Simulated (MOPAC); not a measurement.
MOPAC input (AM1):

```
AM1 PRECISE GNORM=0.05 LET XYZ UHF MS=0.5 GEO-OK AUX(PRECISION=9) THREADS=1
C4H11Ge

C     3.78624000 1   -0.15644800 1    0.03592500 1
C     2.49301400 1    0.48544000 1    0.38373600 1
C     1.19825400 1   -0.18143100 1    0.07760600 1
C    -0.02170500 1    0.72821300 1    0.24489800 1
Ge   -1.72982800 1   -0.16761700 1   -0.16094700 1
H     3.78780500 1   -0.52220700 1   -0.99679200 1
H     4.62757400 1    0.52727200 1    0.15572600 1
H     3.99177900 1   -1.03459200 1    0.66832700 1
H     2.48729000 1    1.33970400 1    1.05072200 1
H     1.07692600 1   -1.07135900 1    0.71910800 1
H     1.23046100 1   -0.58234500 1   -0.94423000 1
H     0.06625100 1    1.60054200 1   -0.40636300 1
H    -0.07584700 1    1.10338000 1    1.26970400 1
H    -1.93159000 1   -1.37598800 1    0.77549800 1
H    -2.91314100 1    0.80201900 1    0.02181000 1
H    -1.72781700 1   -0.67732100 1   -1.61619200 1
```

Output:

```
 *******************************************************************************
 **                                                                           **
 **                              MOPAC v23.2.5                                **
 **                                                                           **
 *******************************************************************************
 ** MOPAC's Digital Object Identifier: https://doi.org/10.5281/zenodo.6511958 **
 **                                                                           **
 ** Please cite the open-source release paper for use of this MOPAC version:  **
 ** J. E. Moussa and J. J. P. Stewart (2026)                                  **
 ** MOPAC: An open-source semiempirical molecular orbital program             **
 ** J. Open Source Softw., 11(119), 8025, https://doi.org/10.21105/joss.08025 **
 *******************************************************************************

                              AM1 CALCULATION RESULTS

 *******************************************************************************
 *  AM1        - The AM1 Hamiltonian to be used
 *  GEO-OK     - OVERRIDE INTERATOMIC DISTANCE AND OTHER SAFETY CHECKS
 *  UHF        - UNRESTRICTED HARTREE-FOCK CALCULATION
 *  MS=        - IN MECI, MAGNETIC COMPONENT OF SPIN =  0.5
 *  LET        - OVERRIDE SOME SAFETY CHECKS
 *  PRECISE    - TIGHTER CRITERIA TO BE USED
 *  XYZ        - CARTESIAN COORDINATE SYSTEM TO BE USED
 *  GNORM      - EXIT WHEN GRADIENT NORM DROPS BELOW 0.050
 *  AUX        - OUTPUT AUXILIARY INFORMATION
 *******************************************************************************
AM1 PRECISE GNORM=0.05 LET XYZ UHF MS=0.5 GEO-OK AUX(PRECISION=9) THREADS=1
 C4H11Ge

   ATOM   CHEMICAL          X               Y               Z
  NUMBER   SYMBOL      (ANGSTROMS)     (ANGSTROMS)     (ANGSTROMS)

     1       C          3.78624000  *  -0.15644800  *   0.03592500  *
     2       C          2.49301400  *   0.48544000  *   0.38373600  *
     3       C          1.19825400  *  -0.18143100  *   0.07760600  *
     4       C         -0.02170500  *   0.72821300  *   0.24489800  *
     5      Ge         -1.72982800  *  -0.16761700  *  -0.16094700  *
     6       H          3.78780500  *  -0.52220700  *  -0.99679200  *
     7       H          4.62757400  *   0.52727200  *   0.15572600  *
     8       H          3.99177900  *  -1.03459200  *   0.66832700  *
     9       H          2.48729000  *   1.33970400  *   1.05072200  *
    10       H          1.07692600  *  -1.07135900  *   0.71910800  *
    11       H          1.23046100  *  -0.58234500  *  -0.94423000  *
    12       H          0.06625100  *   1.60054200  *  -0.40636300  *
    13       H         -0.07584700  *   1.10338000  *   1.26970400  *
    14       H         -1.93159000  *  -1.37598800  *   0.77549800  *
    15       H         -2.91314100  *   0.80201900  *   0.02181000  *
    16       H         -1.72781700  *  -0.67732100  *  -1.61619200  *

          CARTESIAN COORDINATES

    NO.       ATOM           X           Y           Z

     1         C          3.7862     -0.1564      0.0359
     2         C          2.4930      0.4854      0.3837
     3         C          1.1983     -0.1814      0.0776
     4         C         -0.0217      0.7282      0.2449
     5        Ge         -1.7298     -0.1676     -0.1609
     6         H          3.7878     -0.5222     -0.9968
     7         H          4.6276      0.5273      0.1557
[...]
   9    H        2.472056727     1.465513034     0.829305964
  10    H        1.103215893    -1.143204907     0.490774247
  11    H        1.191286893    -0.336790776    -1.124651281
  12    H        0.025564120     1.690305385    -0.180441820
  13    H       -0.062538847     0.880261091     1.441938417
  14    H       -1.781080095    -1.533193986     0.542429527
  15    H       -2.849807934     0.766038461     0.248316913
  16    H       -1.680597601    -0.355881377    -1.724079563

           Empirical Formula: C4 H11 Ge  =    16 atoms

      MOLECULAR POINT GROUP   :   Cs

          ALPHA EIGENVALUES
 -36.21236 -30.96129 -24.26186 -21.05757 -15.65488 -15.25070 -15.09232 -13.88883
 -13.82297 -12.64509 -12.13150 -12.04816 -11.35167 -11.29618 -10.56851  -8.79776
   0.72841   0.96938   0.97802   2.92744   4.00354   4.02709   4.18844   4.37386
   4.51465   4.60733   4.86250   4.97103   5.03141   5.35173   5.50995

           BETA EIGENVALUES
 -35.73245 -30.78213 -24.04909 -20.40509 -15.37464 -15.16238 -14.98233 -13.70882
 -13.56879 -12.60678 -11.98093 -11.95242 -11.35091 -11.28491 -10.48835   0.76460
   0.96960   0.97788   1.17567   2.92796   4.07921   4.09677   4.41087   4.63276
   4.65562   4.76867   5.00694   5.09181   5.23136   5.64876   5.76738

              NET ATOMIC CHARGES AND DIPOLE CONTRIBUTIONS

  ATOM NO.   TYPE          CHARGE      No. of ELECS.   s-Pop       p-Pop
    1          C          -0.181169        4.1812     1.21049     2.97068
    2          C          -0.238616        4.2386     1.26349     2.97512
    3          C          -0.118206        4.1182     1.20011     2.91809
    4          C          -0.270502        4.2705     1.25429     3.01621
    5         Ge           0.214651        3.7853     0.90651     2.87884
    6          H           0.075667        0.9243     0.92433
    7          H           0.082849        0.9172     0.91715
    8          H           0.083007        0.9170     0.91699
    9          H           0.123803        0.8762     0.87620
   10          H           0.089354        0.9106     0.91065
   11          H           0.089566        0.9104     0.91043
   12          H           0.084744        0.9153     0.91526
   13          H           0.084829        0.9152     0.91517
   14          H          -0.039966        1.0400     1.03997
   15          H          -0.040038        1.0400     1.04004
   16          H          -0.039973        1.0400     1.03997
 DIPOLE           X         Y         Z       TOTAL
 POINT-CHG.    -0.105    -0.316    -0.158     0.368
 HYBRID         0.374     0.238     0.139     0.465
 SUM            0.269    -0.077    -0.019     0.281

          ATOMIC ORBITAL ELECTRON POPULATIONS

     Atom    s        px        py        pz
    1  C   1.21049   0.95995   0.99951   1.01122
    2  C   1.26349   0.93590   1.00090   1.03832
    3  C   1.20011   0.92396   0.98539   1.00874
    4  C   1.25429   0.98287   1.00897   1.02437
    5 Ge   0.90651   0.94387   0.96538   0.96958
    6  H   0.92433
    7  H   0.91715
    8  H   0.91699
    9  H   0.87620
   10  H   0.91065
   11  H   0.91043
   12  H   0.91526
   13  H   0.91517
   14  H   1.03997
   15  H   1.04004
   16  H   1.03997

                    (SZ)    =    0.500000
                    (S**2)  =    0.762641

          ATOMIC ORBITAL SPIN POPULATIONS

    Atom   Total    s     px     py     pz
         Atomic
    1  C -0.0978 -0.010 -0.046 -0.019 -0.023
    2  C  1.0676  0.062  0.052  0.208  0.746
    3  C -0.0971 -0.010 -0.035 -0.025 -0.027
    4  C  0.0129  0.001  0.006  0.004  0.002
    5 Ge -0.0086 -0.001 -0.005 -0.002 -0.001
    6  H  0.0059  0.006
    7  H  0.0435  0.044
    8  H  0.0447  0.045
    9  H -0.0567 -0.057
   10  H  0.0428  0.043
   11  H  0.0447  0.045
   12  H -0.0016 -0.002
   13  H -0.0016 -0.002
   14  H  0.0004  0.000
   15  H  0.0005  0.001
   16  H  0.0004  0.000

 **********************
 *                    *
 * JOB ENDED NORMALLY *
 *                    *
 **********************

 == MOPAC DONE ==
```

The geometry given is a B3LYP-D3(BJ)/def2-TZVP minimum.
